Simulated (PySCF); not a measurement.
Match the calculated data to a structure.

All candidates are C7H13B.

| technique | computed result |
| --- | --- |
| NMR, other nuclei | isotropic shieldings of nuclei other than C and H, by class: 2 (1 B) ppm [GIAO CAM-B3LYP/pcSseg-1] |
| Polarisability | 97.6 au [B3LYP/def2-SVPD] |
| Rotational structure | rotational constants A, B, C: 5.168, 1.070, 0.952 GHz [PBE0-D3(BJ)/def2-SVP] |
| 1H NMR | chemical shifts (computed TMS as zero) by class: 7.86 (1 H), 6.25 (1 H), 5.32 (1 H), 5.20 (1 H), 2.30 (1 H), 2.18 (1 H), 1.99 (1 H), 1.95 (1 H), 1.69 (1 H), 1.39 (1 H), 0.97 (1 H), 0.65 (1 H), 0.12 (1 H) ppm [GIAO CAM-B3LYP/pcSseg-1] |
| Valence photoelectron | vertical ionisation energy: 9.31 eV [ΔSCF B3LYP/def2-SVPD] |
| 13C NMR | chemical shifts (computed TMS as zero) by class: 151.7 (1 C), 124.3 (1 C), 46.1 (1 C), 45.7 (1 C), 39.4 (1 C), 36.9 (1 C), 33.6 (1 C) ppm [GIAO CAM-B3LYP/pcSseg-1] |

The electronic properties come from PySCF, for the isolated species, density fitting. Levels stand in brackets. The structure is a single PBE0-D3(BJ)/def2-SVP conformer in the gas phase; no vibrational or solvent corrections. Each NMR value is the plain mean over a class of atoms that symmetry, rotation or inversion makes alike.

Question: Which candidate is it?
A. `BC[C@H]1CCC(=C)C1`
B. `C=CBC1CCCC1`
C. `C=CC[C@H]1CBCC1`
D. `B[C@H]1CC=CCCC1`

Answer: C. It is `C=CC[C@H]1CBCC1`. Numbering: `[CH2:1]=[CH:2][CH2:3][C@H:4]1[CH2:5][BH:6][CH2:7][CH2:8]1`. 7 carbons fall into 7 classes; from least to most shielded: alkene CH carbon [C2] (151.7 ppm), terminal =CH2 carbon [C1] (124.3 ppm), allylic carbon [C3] (46.1 ppm), sp3 CH carbon [C4] (45.7 ppm), ring sp3 carbon bound to boron [C5] (39.4 ppm), ring CH2 carbon [C8] (36.9 ppm), ring sp3 carbon bound to boron [C7] (33.6 ppm). Hydrogen classes from least to most shielded: 1 H on a three-coordinate boron, B6 (7.86 ppm), 1 H on an alkene CH carbon, C2 (6.25 ppm), 1 H on a terminal =CH2 carbon, C1 (5.32 ppm), 1 H on a terminal =CH2 carbon, C1 (5.20 ppm), 1 H on an allylic carbon, C3 (2.30 ppm), 1 H on an sp3 carbon bound to boron, C5 (2.18 ppm), 1 H on a ring CH2 carbon, C8 (1.99 ppm), 1 H on an sp3 carbon bound to boron, C7 (1.95 ppm), 1 H on an allylic carbon, C3 (1.69 ppm), 1 H on an sp3 CH carbon, C4 (1.39 ppm), 1 H on a ring CH2 carbon, C8 (0.97 ppm), 1 H on an sp3 carbon bound to boron, C7 (0.65 ppm); 1 more class is left out. The other shieldings belong to: 2 ppm, three-coordinate boron [B6]. The first electron is taken from the HOMO, whose largest Löwdin shares are 0.38 on the terminal =CH2 carbon, 0.34 on the alkene CH carbon, 0.08 on the allylic carbon and 0.05 on the sp3 CH carbon. The optimised geometry has point group C1 and is an asymmetric top.

The others, at the same levels:
- `BC[C@H]1CCC(=C)C1` fails: its computed 13C shifts are 165.2 (1 C), 114.8 (1 C), 44.5 (1 C), 44.2 (1 C), 43.7 (1 C), 39.1 (1 C), 35.6 (1 C) ppm, 1H shifts are 7.66 (2 H), 5.22 (1 H), 5.19 (1 H), 2.40 (1 H), 2.33 (1 H), 2.31 (1 H), 2.05 (1 H), 2.04 (1 H), 1.66 (1 H), 1.58 (1 H), 1.10 (1 H), 1.02 (1 H) ppm and vertical ionisation energy is 8.94 eV (against 9.31 eV).
- `C=CBC1CCCC1` fails: it has 5 carbon classes against 7; its computed 13C shifts are 164.4 (1 C), 155.2 (1 C), 42.1 (1 C), 32.2 (2 C), 27.3 (2 C) ppm, 1H shifts are 6.94 (1 H), 6.86 (1 H), 6.62 (1 H), 6.41 (1 H), 1.73 (2 H), 1.58 (2 H), 1.51 (2 H), 1.40 (1 H), 1.22 (2 H) ppm and vertical ionisation energy is 9.87 eV (against 9.31 eV).
- `B[C@H]1CC=CCCC1` fails: its computed 13C shifts are 149.6 (1 C), 146.0 (1 C), 51.7 (1 C), 41.3 (1 C), 35.6 (1 C), 31.8 (1 C), 31.6 (1 C) ppm, 1H shifts are 7.59 (2 H), 6.37 (1 H), 5.91 (1 H), 2.57 (1 H), 2.53 (1 H), 2.24 (1 H), 2.12 (1 H), 2.03 (1 H), 1.71 (1 H), 1.66 (1 H), 0.95 (1 H), 0.70 (1 H) ppm and vertical ionisation energy is 8.88 eV (against 9.31 eV).
